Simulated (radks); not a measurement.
The numbers below are computed, except where a source is named.
Question: The mean radii <r> (bohr) of the occupied orbitals of an atom or ion are listed with their occupations. Code: a radial shooting solver on a logarithmic mesh with Libxc functionals. Model: Dirac Kohn-Sham, PBEsol, spin-unpolarised, spherical densities, finite nucleus; Fermi nuclear charge, rms radius of each element as measured or else 0.836 A^(1/3) + 0.57 fm.

| orbital | occ. | <r> |
|---|---|---|
| 1s1/2 | 2 | 0.01580 |
| 2s1/2 | 2 | 0.06581 |
| 2p1/2 | 2 | 0.05389 |
| 2p3/2 | 4 | 0.06294 |
| 3s1/2 | 2 | 0.1711 |
| 3p1/2 | 2 | 0.1616 |
| 3p3/2 | 4 | 0.1780 |
| 3d3/2 | 4 | 0.1545 |
| 3d5/2 | 6 | 0.1595 |
| 4s1/2 | 2 | 0.3771 |
| 4p1/2 | 2 | 0.3778 |
| 4p3/2 | 4 | 0.4126 |
| 4d3/2 | 4 | 0.4162 |
| 4d5/2 | 6 | 0.4273 |
| 5s1/2 | 2 | 0.8317 |
| 4f5/2 | 6 | 0.4381 |
| 4f7/2 | 8 | 0.4442 |
| 5p1/2 | 2 | 0.8852 |
| 5p3/2 | 4 | 0.9752 |
| 5d3/2 | 4 | 1.211 |
| 5d5/2 | 6 | 1.254 |
| 6s1/2 | 2 | 2.136 |
| 6p1/2 | 2 | 2.588 |

Name the element and its charge. Open shells, if any, fill j = l - 1/2 first.

Answer: Z = 83, bismuth, charge +1: Bi+ in [Hg] 6p2. The 1s radius gives Z: for a bare nucleus <r> = (2 gamma + 1)/(2Z) with gamma = sqrt(1 - (Z/c)^2), 0.01561 bohr for Z = 83, and screening makes it slightly larger (0.01580 here). The occupations add up to 82, and the charge is Z minus that.
